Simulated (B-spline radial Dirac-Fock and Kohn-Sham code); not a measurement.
**Anomalous scattering factors of P, 9.2517 keV to 62.97 keV**

Method: the dispersion relation over Dirac-Hartree-Slater subshell photoionisation cross sections, with the Kissel-Pratt high-energy constant (isolated atom, no bound-bound lines or fine structure). Computed with a B-spline atomic structure program. The forward scattering factor is f₀ + f′ + i f″.

The run's input, task.json:

```json
{"items": [{
  "Z": 15,
  "q": 0,
  "cfg": [[1, 0, 2], [2, 0, 2], [2, 1, 6], [3, 0, 2], [3, 1, 3]],
  "A": 31,
  "rrms": 3.1889,
  "do": "dispersion",
  "hv": [527.2, 602.2, 609.8, 777.2, 828.7, 1000.0, 1253.6, 1259.0, 1486.9, 1521.0, 1557.0, 1732.0, 2000.0, 2984.4, 4000.0, 4510.9, 4583.0, 5414.7, 6000.0, 6403.9, 6930.3, 8047.8, 8218.0, 9085.0, 9251.7, 9645.0, 11710.0, 12000.0, 14210.0, 14240.0, 15000.0, 15880.0, 17479.3, 17540.0, 22162.9, 22400.0, 24209.8, 30000.0, 34270.0, 40000.0, 42400.0, 50510.0, 52620.0, 62970.0],
  "edges": {"K": 2145.5, "L1": 189.0, "L2": 136.0, "L3": 135.0}
}]}
```

Command: `python xray2_run.py task.json out`

No edge lies in or near this range.

| hν (eV) | λ (Å) | f′ (e) | f″ (e) | tabulated f′ | tabulated f″ |
| --- | --- | --- | --- | --- | --- |
| 9251.7 | 1.340 | 0.260 | 0.341 | 0.26 | 0.33 |
| 9645 | 1.285 | 0.248 | 0.314 | 0.24 | 0.31 |
| 11710 | 1.059 | 0.193 | 0.215 | 0.19 | 0.21 |
| 12000 | 1.033 | 0.187 | 0.205 | 0.18 | 0.20 |
| 14210 | 0.8725 | 0.147 | 0.147 | 0.14 | 0.14 |
| 14240 | 0.8707 | 0.146 | 0.146 | 0.14 | 0.14 |
| 15000 | 0.8266 | 0.135 | 0.132 | 0.13 | 0.13 |
| 15880 | 0.7808 | 0.123 | 0.117 | 0.12 | 0.11 |
| 17479.3 | 0.7093 | 0.105 | 0.097 | 0.10 | 0.09 |
| 17540 | 0.7069 | 0.105 | 0.096 | 0.10 | 0.09 |
| 22162.9 | 0.5594 | ? | ? | ? | ? |
| 22400 | 0.5535 | 0.068 | 0.058 | 0.07 | 0.06 |
| 24209.8 | 0.5121 | 0.058 | 0.049 | 0.06 | 0.05 |
| 30000 | 0.4133 | 0.036 | 0.031 | 0.04 | 0.03 |
| 34270 | 0.3618 | 0.026 | 0.024 | 0.02 | 0.02 |
| 40000 | 0.3100 | 0.016 | 0.017 | 0.02 | 0.02 |
| 42400 | 0.2924 | 0.013 | 0.015 | 0.01 | 0.01 |
| 50510 | 0.2455 | 0.005 | 0.010 | 0.00 | 0.01 |
| 52620 | 0.2356 | 0.004 | 0.009 | 0.00 | 0.01 |
| 62970 | 0.1969 | -0.002 | 0.006 | 0.00 | 0.01 |

Question: What are f′ and f″ at Ag Kα (22162.9 eV)?

Answer: f′ = 0.069 and f″ = 0.059 electrons (tables: 0.07 and 0.06). By the optical theorem f″ corresponds to a photoabsorption cross section 2 rₑ λ f″ = 187 b.

Tabulated f′: xraylib 4.2 anomalous scattering factors (Cullen et al., EPDL97); f″: Chantler's tables (J. Phys. Chem. Ref. Data 1995 and 2000). Both are theoretical tables.
